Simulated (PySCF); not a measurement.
Polarisability and C₆ of Ne²⁺ (neon, charge +2)

[He] 2s2 2p4, high-spin 3P determinant. All numbers are calculated (PySCF 2.14, scalar relativity by spin-free X2C-1e, in aug-cc-pCVQZ-DK (9s8p6d4f2g, 109 functions)). Coupled (time-dependent) response in atomic units; α is the mean over directions.

```
 method  mean α (bohr³)            α xx, yy, zz  C₆ (like pair)   S(−4)
    UHF          0.8285  0.9018, 0.6820, 0.9018           1.031  0.3569
    PBE          0.8710  0.9356, 0.7416, 0.9356           1.107  0.3897
   PBE0          0.8555  0.9222, 0.7221, 0.9222           1.081  0.3757
   BP86          0.8666  0.9309, 0.7380, 0.9309           1.102  0.3829
wB97X-V          0.8579  0.9212, 0.7315, 0.9212           1.091  0.3655
```

S(−4) is the Cauchy moment in α(ω) = α(0) + S(−4) ω² + …

α(iu) at BP86:

```csv
u (hartree),α(iu) (bohr³)
0,0.8666
0.0500,0.8656
0.100,0.8628
0.200,0.8518
0.300,0.8346
0.500,0.7873
0.750,0.7173
1.00,0.6468
1.50,0.5217
2.00,0.4222
3.00,0.2853
5.00,0.1495
```

For an ion, C₆ is the dispersion term alone; charge-induced terms of lower order in 1/R come first.

The components differ because the open shell of this determinant is not spherical; for a pure term their mean is the scalar polarisability.
